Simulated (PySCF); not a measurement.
`InChI=1S/C6H10BCl/c1-3-4-7-6(2)5-8/h3,5,7H,1,4H2,2H3/b6-5+`

Cartesian coordinates in Å; atom numbers follow the order of the lines, from 1:
```xyz
18

C    -3.3533    0.3662    0.3123
C    -2.4075   -0.2268   -0.3922
C    -0.9914    0.2424   -0.4774
B     0.0867   -0.7671    0.0813
C     1.5754   -0.3341    0.1792
C     2.0167    1.0229   -0.2902
C     2.4499   -1.2064    0.6950
Cl    4.1348   -0.9264    0.9012
H    -3.1604    1.2635    0.8784
H    -4.3592   -0.0151    0.3576
H    -2.6315   -1.1278   -0.9484
H    -0.9057    1.2170    0.0107
H    -0.7520    0.4219   -1.5326
H    -0.2154   -1.8498    0.4096
H     1.5099    1.7967    0.2840
H     1.7490    1.1590   -1.3368
H     3.0899    1.1558   -0.1828
H     2.1555   -2.1856    1.0395
```

Theory: GIAO B3LYP/pcSseg-1 magnetisability, rotational g tensor and spin-rotation constants, non-relativistic, gas phase (PySCF 2.14.0). Geometry: GFN2-xTB.

Question: Give the nuclear spin-rotation constants along the inertial axes (H = +C I·J) beside the isotropic shieldings.

Answer: Rotational constants 6.0446, 0.5416, 0.5133 GHz. A star marks the isotopologue with that one atom substituted, in its own axes.
| atom | isotope | Caa (kHz) | Cbb (kHz) | Ccc (kHz) | mean (kHz) | σ (ppm) |
| --- | --- | --- | --- | --- | --- | --- |
| B4 | 11B | 2.716 | 0.233 | 0.090 | 1.013 | 23.4 |
| Cl8 | 35Cl | 1.448 | 0.210 | 0.107 | 0.589 | 676.1 |
| H9 | 1H | -0.592 | -0.027 | 0.010 | -0.203 | 26.7 |
| H10 | 1H | 0.220 | -0.033 | -0.054 | 0.044 | 26.8 |
| H11 | 1H | -0.533 | -0.021 | 0.012 | -0.181 | 25.3 |
| H12 | 1H | -0.637 | -0.024 | -0.017 | -0.226 | 29.5 |
| H13 | 1H | -0.629 | -0.034 | -0.011 | -0.225 | 29.6 |
| H14 | 1H | -0.481 | 0.054 | -0.056 | -0.161 | 25.3 |
| H15 | 1H | -0.500 | -0.043 | -0.015 | -0.186 | 30.0 |
| H16 | 1H | -0.571 | -0.038 | -0.015 | -0.208 | 30.1 |
| H17 | 1H | 0.129 | -0.044 | -0.058 | 0.009 | 29.0 |
| H18 | 1H | -0.599 | 0.053 | -0.053 | -0.200 | 24.6 |
| C1 | 13C* | 1.972 | 0.149 | 0.152 | 0.757 | 64.4 |
| C2 | 13C* | 2.227 | 0.164 | 0.191 | 0.861 | 32.6 |
| C3 | 13C* | 1.074 | 0.112 | 0.085 | 0.424 | 142.0 |
| C5 | 13C* | 2.726 | 0.273 | 0.064 | 1.021 | 26.5 |
| C6 | 13C* | 0.977 | 0.079 | 0.070 | 0.375 | 164.3 |
| C7 | 13C* | 2.666 | 0.238 | 0.117 | 1.007 | 18.4 |

For the geometry as given, no vibrational averaging.

Question: How do the rotational constants and the g tensor change when H9, H10, H11, H12, H13, H14, H15, H16, H17, H18 are replaced by deuterium?

Answer: Constants 4.4789, 0.4981, 0.4678 GHz; g -0.0569, -0.0080, -0.0032, against -0.0767, -0.0086, -0.0036 before.
